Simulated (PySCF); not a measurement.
How well do the runs reproduce experiment for C3H9As?

**What was measured.**

NIST CCCBDB Release 22 (SRD 101), experimental dipoles lists, for the gas: dipole moment (microwave Stark effect) 0.86 D.

How close the calculation comes is told at the end.

C₃H₉As.
SMILES with atom numbers: `[CH3:1][As:2]([CH3:3])[CH3:4]` (hydrogens: H5, H6, H7 on C1; H8, H9, H10 on C3; H11, H12, H13 on C4)

Structure used (PBE0-D3(BJ)/def2-SVP), in Å, numbered top down from 1:
```
atom  x, y, z in Å
C1    -0.208    1.649    0.441
As2   -0.141   -0.206    1.090
C3     1.543   -0.707    0.209
C4    -1.354   -0.973   -0.254
H5    -0.040    1.704   -0.646
H6     0.562    2.243    0.955
H7    -1.190    2.084    0.677
H8     1.542   -0.427   -0.856
H9     1.692   -1.794    0.295
H10    2.383   -0.206    0.712
H11   -1.077   -0.663   -1.274
H12   -1.322   -2.071   -0.191
H13   -2.384   -0.648   -0.045
```

The PySCF runs (gas phase, on this PBE0-D3(BJ)/def2-SVP geometry; no spin–orbit coupling):

```
                             level                                                           job  basis functions  wall time
PBE0-D3(BJ)/def2-SVP, grid level 1  geometry optimisation from a GFN2-xTB start shaken at random              119       48 s
```

Hardware: Arm Neoverse V1, one thread, no GPU (shared host).

Results beside the measurements:

**Dipole moment.** Measured: 0.86 D (NIST CCCBDB Release 22 (SRD 101), experimental dipoles).

```json
{"level": "PBE0-D3(BJ)/def2-SVP", "computed (D)": "1.03", "computed − measured (D)": "+0.17", "% (from the printed values)": "+20"}
```

The computed dipoles belong to one fixed geometry; measured ones are averaged over vibrations unless marked μe. Magnitudes are compared, not signs.

No measured geometry was used, and the causes of the misses weren't examined.
